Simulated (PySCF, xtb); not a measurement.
F₃Sb, SMILES [F][Sb-]([F])[F], charge -1, multiplicity 2.

Harmonic wavenumbers (cm⁻¹) from GFN2-xTB run with xtb at its own minimum, in rising order: 58, 59, 88, 300, 300, 371.

### Question
What does PBE-D3(BJ)/def2-SVPD in PySCF 2.14.0 give at its own minimum? (The exact figures need the calculation; the answer reports its results.)

### Answer
19, 19, 80, 395, 395, 423. Paired by order, the mean absolute difference is 55 cm⁻¹ and the zero-point energies are 1.7 and 1.9 kcal/mol.
